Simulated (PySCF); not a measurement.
**Spin states and ions at one geometry of [Bi(CCH)]2+**

PySCF 2.14.0, RKS PBE, Bi def2-SVP with ECP60, C def2-SVP, H def2-SVP; non-relativistic Hamiltonian with scalar-relativistic core potentials where named; density fitting; no spin-orbit coupling; singlets restricted, open shells unrestricted. The geometry is relaxed for charge +2, singlet, vacuum:

```xyz
4

Bi    0.0000    0.0000   -0.2221
C     0.0000    0.0000    1.8686
C     0.0000    0.0000    3.1291
H     0.0000    0.0000    4.2343
```

Energies count from the relaxed state; an electron taken off or put on is at rest in vacuum. Charges and spins are Mulliken's.

```tsv
state	energy (eV)	spin squared	charge on Bi1 (e)	spin on Bi1 (e)	dipole about the centre of mass (D)
charge +2, singlet, vacuum	0.00	0.00	1.63	0.00	5.86
charge +3, doublet, vacuum	22.55	0.75	2.13	-0.01	11.61
charge +1, doublet, vacuum	-13.87	0.76	0.94	0.93	2.46
```

**Question.** What does the state charge +2, triplet, vacuum give?

**Answer.** energy (eV) 2.18, spin squared 2.00, charge on Bi1 (e) 1.43, spin on Bi1 (e) 0.84, dipole about the centre of mass (D) 8.54.

With an electron taken off (doublet) the charges change, summed by element, by Bi +0.50 e, C +0.42 e, H +0.08 e. The vertical ionisation energy is 22.55 eV, against −ε(HOMO) = 19.26 eV of the relaxed state. The level lies 3.3 eV too high, as is usual for semilocal functionals and global hybrids, which keep a self-interaction error.

With an electron put on (doublet) the charges change, summed by element, by Bi -0.69 e, C -0.23 e, H -0.08 e. The vertical electron affinity is 13.87 eV, against −ε(LUMO) = 16.94 eV of the relaxed state.

Open shells may have lower solutions than those found.
